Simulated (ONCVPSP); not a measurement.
**erbium: variants of one ONCV potential**

Base potential:

- Element: Er (Z = 68)
- Generator: ONCVPSP 4.0.1
- Type: optimised norm-conserving Vanderbilt (ONCV)
- Functional: PBE
- Relativity: fully relativistic
- Frozen core: [Kr] 4d10
- Valence charge: 22
- Reference configuration: 4f12 5s2 5p6 6s1.75 (charge +0.25)
- Partial waves: 5s+6s: rc 2.30 bohr, ncon 4, nbas 8, qcut 5.9 1/bohr, 3 projectors, debl 0.6 Ha; 5p: rc 2.05 bohr, ncon 4, nbas 7, qcut 7.6 1/bohr, 2 projectors, debl 2.8 Ha; d scattering state at 0.07 Ha: rc 1.75 bohr, ncon 3, nbas 8, qcut 4.9 1/bohr, 3 projectors, debl 1.9 Ha; 4f: rc 0.85 bohr, ncon 5, nbas 9, qcut 24 1/bohr, 2 projectors, debl 1.7 Ha
- Local potential: polynomial inside 0.65 bohr (lpopt 5, dvloc0 0 Ha)
- Core correction: Teter function fitted to the true core (icmod 2), fcfact 0.3

Open shells are filled in proportion to 2j + 1.

In the d channel the program set the typed energies aside and used 0.050, 1.950, 3.850 Ha (j = l + 1/2; the other j can differ).

All-electron outer shells of the reference configuration (PBE, scalar-relativistic, ld1.x):

| shell | level (eV) | outermost node (bohr) | outermost maximum (bohr) |
| --- | --- | --- | --- |
| 5s | -53.40 | 0.60 | 1.11 |
| 5p | -27.92 | 0.65 | 1.28 |
| 6s | -5.07 | 1.52 | 3.30 |
| 4f | -4.66 | – | 0.51 |

Cutoffs, loose and tight: the cutoffs (Ha) at which the residual kinetic energy of the hardest occupied pseudo-wave falls to 1 and 0.1 mHa per electron. They do not see the model core or the augmentation charge, which bear on the density cutoff. Test errors are all-electron minus pseudo excitation energies from the reference, over the configurations 4f12 5s2 5p6 6s2; 4f12 5s2 5p6 6s1; 4f12 5s2 5p6 6s0; 4f12 5s2 5p5 6s2. A dash means not determined; rows that change the core or the reference have their own tests.

A true bound ghost makes a file unfit for plane-wave use even where its test errors are small: the radial tests pick states by their node count and pass the ghost by.

```csv
change,outcome,"cutoff, loose","cutoff, tight",bound ghosts,GHOST(+) flags above zero,largest test error (meV)
base,"generated, projector energies reset by the program",220 Ha,348 Ha,"s, p3/2, p1/2","s, d5/2, d3/2",tests left out (the all-electron energies of this program are off by 10 to 40 meV for near-neutral 4f atoms)
"local potential polynomial inside 0.65 bohr (lpopt 5, dvloc0 -0.5 Ha)","generated, projector energies reset by the program",220 Ha,348 Ha,"s, p3/2, p1/2","s, d5/2, d3/2",tests left out (the all-electron energies of this program are off by 10 to 40 meV for near-neutral 4f atoms)
"local potential polynomial inside 0.75 bohr (lpopt 5, dvloc0 4 Ha)","generated, projector energies reset by the program",220 Ha,348 Ha,"s, p3/2, p1/2","d5/2, d3/2",tests left out (the all-electron energies of this program are off by 10 to 40 meV for near-neutral 4f atoms)
functional LDA (Perdew-Wang 92),"generated, projector energies reset by the program",221 Ha,268 Ha,"s, p3/2, p1/2","d5/2, d3/2",tests left out (the all-electron energies of this program are off by 10 to 40 meV for near-neutral 4f atoms)
s: qcut 6.4; p: qcut 8.3; d: qcut 5.3; f: qcut 26.1,"failed: ERROR pspot: first pseudo wave function has node, program will stop",–,–,–,–,–
s: qcut 8.1,"generated, projector energies reset by the program",220 Ha,348 Ha,"s, p3/2, p1/2","d5/2, d3/2",tests left out (the all-electron energies of this program are off by 10 to 40 meV for near-neutral 4f atoms)
"core correction Teter function fitted to the true core (icmod 2), fcfact 1.18","generated, projector energies reset by the program",220 Ha,348 Ha,"s, p3/2, p1/2","s, d5/2, d3/2",tests left out (the all-electron energies of this program are off by 10 to 40 meV for near-neutral 4f atoms)
```
